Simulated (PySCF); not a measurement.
A calculated (M06, PySCF 2.14, x2c-QZVPPall with one added diffuse shell each of s, p, d, f type, the spin-free X2C one-electron Hamiltonian (Gaussian nucleus)) atom or ion has these occupied shells.

```json
{"shell": "1s α", "electrons": "1", "orbital energy (eV)": "-33024.8", "rms radius, mean of both spins (bohr)": "0.0311"}
{"shell": "1s β", "electrons": "1", "orbital energy (eV)": "-33024.7", "rms radius, mean of both spins (bohr)": "0.0311"}
{"shell": "2s α", "electrons": "1", "orbital energy (eV)": "-5137.7", "rms radius, mean of both spins (bohr)": "0.127"}
{"shell": "2s β", "electrons": "1", "orbital energy (eV)": "-5137.6", "rms radius, mean of both spins (bohr)": "0.127"}
{"shell": "2p α", "electrons": "3", "orbital energy (eV)": "-4610.9", "rms radius, mean of both spins (bohr)": "0.113"}
{"shell": "2p β", "electrons": "3", "orbital energy (eV)": "-4610.8", "rms radius, mean of both spins (bohr)": "0.113"}
{"shell": "3s α", "electrons": "1", "orbital energy (eV)": "-1052.0", "rms radius, mean of both spins (bohr)": "0.335"}
{"shell": "3s β", "electrons": "1", "orbital energy (eV)": "-1051.9", "rms radius, mean of both spins (bohr)": "0.335"}
{"shell": "3p α", "electrons": "3", "orbital energy (eV)": "-879.20", "rms radius, mean of both spins (bohr)": "0.335"}
{"shell": "3p β", "electrons": "3", "orbital energy (eV)": "-879.17", "rms radius, mean of both spins (bohr)": "0.335"}
{"shell": "3d α", "electrons": "5", "orbital energy (eV)": "-620.04", "rms radius, mean of both spins (bohr)": "0.314"}
{"shell": "3d β", "electrons": "5", "orbital energy (eV)": "-620.00", "rms radius, mean of both spins (bohr)": "0.314"}
{"shell": "4s α", "electrons": "1", "orbital energy (eV)": "-191.01", "rms radius, mean of both spins (bohr)": "0.786"}
{"shell": "4s β", "electrons": "1", "orbital energy (eV)": "-190.71", "rms radius, mean of both spins (bohr)": "0.786"}
{"shell": "4p α", "electrons": "3", "orbital energy (eV)": "-136.16", "rms radius, mean of both spins (bohr)": "0.843"}
{"shell": "4p β", "electrons": "3", "orbital energy (eV)": "-135.99", "rms radius, mean of both spins (bohr)": "0.843"}
{"shell": "4d α", "electrons": "5", "orbital energy (eV)": "-55.326", "rms radius, mean of both spins (bohr)": "0.992"}
{"shell": "4d β", "electrons": "5", "orbital energy (eV)": "-55.184", "rms radius, mean of both spins (bohr)": "0.992"}
{"shell": "5s α", "electrons": "1", "orbital energy (eV)": "-20.229", "rms radius, mean of both spins (bohr)": "2.09"}
{"shell": "5p α", "electrons": "3", "orbital energy (eV)": "-8.990", "rms radius, mean of both spins (bohr)": "2.63"}
{"shell": "5p β", "electrons": "3", "orbital energy (eV)": "-7.823", "rms radius, mean of both spins (bohr)": "2.63"}
```

Question: Name the element and its charge.

Answer: I (iodine, neutral), in [Kr] 4d10 5s1 5p6, 2S determinant (an excited configuration).
